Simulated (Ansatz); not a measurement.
## Abstraction of F: SiH(SiH3)F2 + CH3O → SiH(SiH3)F + CH3FO

Species: SiH(SiH3)F2, singlet; CH3O (hydroxymethyl radical) `[CH2]O`, doublet; SiH(SiH3)F, doublet; CH3FO `OCF`, singlet. A radical takes F: the energy is the difference in strength between the Si–F bond broken and the C–F bond made.

Shapes, held fixed at every level: PBE0-D4/def2-TZVP. Flexible molecules stand in one conformer, not always the lowest. Programs: Ansatz 0.2.0. The zero-point and thermal change to 298 K, harmonic and unscaled (PBE0-D4/def2-TZVP), is +7.1 kJ/mol.

```csv
level,kind,ΔH(298 K) (kJ/mol),less CCSD(T)/CBS estimate,CPU time (sum over the molecules)
SPW92/def2-TZVPP,LDA,+131.6,-34.7,9 s
PBE-D4/def2-TZVPP,GGA,+139.2,-27.1,17 s
r2SCAN-D4/def2-TZVPP,meta-GGA,+159.8,-6.5,32 s
BHLYP-D4/def2-TZVPP,global hybrid,+169.7,+3.4,18 s
r2SCAN0-D4/def2-TZVPP,global hybrid,+163.4,-2.9,33 s
MP2/def2-SVP,perturbation theory,+138.7,-27.6,–
CCSD(T)/CBS estimate,coupled cluster or CI,+166.3,0.0,5.3 min
```

The highest level, CCSD(T)/CBS estimate, gives ΔH(298 K) = +166.3 kJ/mol; the levels span +131.6 to +169.7. The column of differences is taken from that level and isn't an error. No measured value is set beside it here. Open shells run unrestricted unless RO is named. The CBS estimate extrapolates MP2 from def2-TZVPP and def2-QZVPP and adds CCSD(T) − MP2 in the triple-zeta set, cores frozen. Times are processor times on shared x86 and Arm servers, and rough.
